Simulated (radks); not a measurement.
Q: The table gives one normalised radial function P(r) = r R(r) (large component) of La4+ in [Kr] 4d10 5s2 5p5 (r in bohr). Calculated with a radial shooting solver on a logarithmic mesh with Libxc functionals: Dirac Kohn-Sham, PBE, spin-unpolarised, spherical densities, point nucleus; open shells fill j = l - 1/2 first.

r	P
0.001763	0.0039
0.002314	0.0055
0.003062	0.0081
0.004052	0.0120
0.005318	0.0177
0.007037	0.0266
0.00931	0.0398
0.01222	0.0584
0.01617	0.0850
0.02139	0.1198
0.02808	0.1594
0.03716	0.1986
0.04916	0.2201
0.06453	0.2001
0.08538	0.1123
0.113	-0.0475
0.1483	-0.2253
0.1962	-0.3217
0.2596	-0.2104
0.3407	0.0991
0.4508	0.4221
0.5965	0.4412
0.783	0.0525
1.036	-0.5263
1.371	-0.8887
1.799	-0.8376
2.381	-0.5046
3.15	-0.1917
4.135	-0.0439
5.471	-0.0047

Which n and l does it have? It may be an empty orbital.

A: n = 5, l = 1: the number of nodes gives n - l - 1 = 3, the rise at small r points to l (for j = l - 1/2 the large component starts as r^gamma with gamma = sqrt(l^2 - (Z/c)^2) = 0.91 and the r^(l+1) term takes over further out; the orbital of l - 1 with the same j starts with the same power, but with a larger coefficient, and does not steepen), and the extent must fit the shell. The curve is that of 5p1/2; the two j differ most near the nucleus, where j = l - 1/2 has the larger amplitude, and in heavy atoms j = l - 1/2 is also the more compact. 5p1/2: eigenvalue -58.900 eV, 3 radial nodes at r = 0.105, 0.316, 0.804 bohr, <r> = 1.66 bohr, 90 % of the charge inside 2.39 bohr.
